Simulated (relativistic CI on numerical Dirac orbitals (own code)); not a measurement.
**Tl XXXVI: sensitivity of the levels to the model**

Base calculation: Dirac-Coulomb-Breit CI, orbitals from a KLI potential per configuration, model QED, unscaled Slater integrals.

Configuration list (outside the closed core [Ar] 3d10): 4s2 4p6 4d10, 4s2 4p6 4d9 4f, 4s2 4p5 4d10 4f, 4s 4p6 4d10 4f, 4s2 4p6 4d9 5s, 4s2 4p6 4d9 5p, 4s2 4p6 4d9 5d, 4s2 4p5 4d10 5s, 4s2 4p6 4d9 5f, 4s2 4p5 4d10 5p, 4s2 4p6 4d9 5g, 4s2 4p6 4d9 6s, 4s2 4p5 4d10 5d, 4s 4p6 4d10 5s, 4s2 4p6 4d9 6p, 4s2 4p6 4d9 6d, 4s 4p6 4d10 5p, 4p6 4d10 4f2, 4p6 4d9 4f3, 4p5 4d10 4f3, 4p6 4d9 4f2 5s, 4p6 4d9 4f2 5p, 4p6 4d9 4f2 5d. Double excitations out of closed p, d and f shells are left out; levels of such configurations are missing from the list, as are those of other unlisted configurations, and high levels can miss mixing partners. These lack a partner that the ground configuration has and come out too high: 4s2 4p5 4d10 5s, 4s2 4p6 4d9 5f, 4s2 4p5 4d10 5p, 4s2 4p6 4d9 5g, 4s2 4p6 4d9 6s.

Variants: (1) Breit term removed; (2) only the first 3 configurations. Shifts of the energy above 4s2 4p6 4d10 1S_0, in eV, for the lowest level and the first level of each name with at least 55 % of one term (blank where a level changes its place among those of its configuration and J or its character, or is not in the variant):

| Level | Base | Δ(1) | Δ(2) |
| --- | --- | --- | --- |
| 4s2 4p6 4d10 1S_0 | 0.000 | 0.000 | 0.000 |
| 4s2 4p6 4d9 4f 3P°_0 | 224.595 | +0.365 | -0.066 |
| 4s2 4p6 4d9 4f 3P°_1 | 227.617 | +0.494 | -0.067 |
| 4s2 4p6 4d9 4f 3H°_5 | 232.738 | +0.625 | -0.080 |
| 4s2 4p6 4d9 4f 3F°_3 | 236.461 | +0.532 | -0.010 |
| 4s2 4p6 4d9 4f 3H°_6 | 237.502 | +0.949 | -0.081 |
| 4s2 4p6 4d9 4f 3F°_4 | 243.143 | +0.832 | -0.002 |
| 4s2 4p6 4d9 4f 3G°_5 | 245.203 | +0.854 | -0.079 |
| 4s2 4p6 4d9 4f 3D°_1 | 249.075 | +0.777 | -0.073 |
| 4s2 4p6 4d9 4f 3H°_4 | 258.876 | +1.122 | -0.080 |
| 4s2 4p6 4d9 4f 3G°_3 | 266.849 | +1.055 | -0.066 |
| 4s2 4p6 4d9 4f 1P°_1 | 307.564 | +0.941 | +0.045 |
| 4s2 4p5 4d10 4f 3D_1 | 466.160 | +1.567 | +0.300 |
| 4s2 4p5 4d10 4f 3D_2 | 470.868 | +1.672 | +0.225 |
| 4s2 4p5 4d10 4f 3G_4 | 471.920 | +1.695 | +0.009 |
| 4s2 4p5 4d10 4f 3F_3 | 475.267 | +1.641 | +0.057 |
| 4s2 4p5 4d10 4f 3G_5 | 476.281 | +2.016 | +0.049 |
| 4s2 4p5 4d10 4f 3F_4 | 483.839 | +1.942 | +0.007 |
| 4s2 4p5 4d10 4f 1D_2 | 487.028 | +1.841 | -0.010 |
| 4s2 4p6 4d9 5s 3D_3 | 498.380 | -0.065 |  |
| 4s2 4p6 4d9 5s 1D_2 | 499.603 | -0.071 |  |
| 4s2 4p6 4d9 5s 3D_1 | 525.627 | +0.446 |  |

At this charge energies of transitions that change n are usually good to better than 1 %, and those within a shell (Δn = 0) to a few per cent.

Ionisation energy from the two ground configurations alone: base 1625.59 eV; Breit term removed 1626.39 eV. The NIST ASD value (theoretical) is 1625 eV.

LS names give the leading component of a level, which can be under half, so a name can repeat, a term be missing and a line seem to break the LS rules.
